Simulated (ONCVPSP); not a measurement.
## Cd (Z = 48), ONCV: configuration errors across variants

| Property | Result |
| --- | --- |
| Element | cadmium |
| Generator | ONCVPSP 4.0.1 |
| Type | optimised norm-conserving Vanderbilt (ONCV) |
| Functional | PBE |
| Relativity | scalar-relativistic |
| Frozen core | [Ar] 3d10 |
| Valence charge | 20 |
| Reference configuration | 4s2 4p6 4d10 5s1.5 5p0.5 |
| Partial waves | 4s+5s: rc 1.40 bohr, ncon 4, nbas 7, qcut 7.6 1/bohr, 2 projectors; 4p+5p: rc 1.50 bohr, ncon 4, nbas 7, qcut 8 1/bohr, 3 projectors, debl 3.2 Ha; 4d: rc 1.25 bohr, ncon 4, nbas 8, qcut 8.2 1/bohr, 3 projectors, debl 1.3 Ha |
| Local potential | polynomial inside 1.00 bohr (lpopt 5, dvloc0 -1 Ha) |
| Core correction | none |

All-electron excitation energies from the reference (eV): (1) 4s2 4p6 4d10 5s2 5p0 -2.284; (2) 4s2 4p6 4d10 5s1 5p0 6.988; (3) 4s2 4p6 4d10 5s0 5p0 24.114; (4) 4s2 4p6 4d10 5s0 5p1 12.767.

A true bound ghost makes a file unfit for plane-wave use even where its test errors are small: the radial tests pick states by their node count and pass the ghost by.

Errors AE − PS in meV (a dash: test not solved or not reliable):

```json
{"change": "base", "(1)": "+0.3", "(2)": "-1.2", "(3)": "-4.8", "(4)": "-2.0", "bound ghosts": "d", "GHOST(+) flags above zero": "s"}
{"change": "p: qcut 5.1", "(1)": "+0.3", "(2)": "-1.2", "(3)": "-4.7", "(4)": "-2.0", "bound ghosts": "d", "GHOST(+) flags above zero": "s, p"}
{"change": "p: qcut 6.2", "(1)": "+0.3", "(2)": "-1.2", "(3)": "-4.7", "(4)": "-2.0", "bound ghosts": "d", "GHOST(+) flags above zero": "s"}
{"change": "p: qcut 6.7", "(1)": "+0.3", "(2)": "-1.2", "(3)": "-4.8", "(4)": "-2.0", "bound ghosts": "d", "GHOST(+) flags above zero": "s"}
{"change": "p: qcut 8.1", "(1)": "+0.3", "(2)": "-1.2", "(3)": "-4.8", "(4)": "-2.0", "bound ghosts": "d", "GHOST(+) flags above zero": "s"}
{"change": "p: qcut 9", "(1)": "+0.3", "(2)": "-1.2", "(3)": "-4.8", "(4)": "-2.0", "bound ghosts": "d", "GHOST(+) flags above zero": "s"}
{"change": "p: qcut 10.9", "(1)": "+0.3", "(2)": "-1.2", "(3)": "-4.7", "(4)": "-2.0", "bound ghosts": "d", "GHOST(+) flags above zero": "s"}
{"change": "p: qcut 11.9", "(1)": "+0.3", "(2)": "-1.2", "(3)": "-4.5", "(4)": "-1.9", "bound ghosts": "d", "GHOST(+) flags above zero": "s"}
```

Give the same row for: p: qcut 9.7.

+0.3, -1.2, -4.7, -2.0; bound ghosts: d; GHOST(+) flags above zero: s.
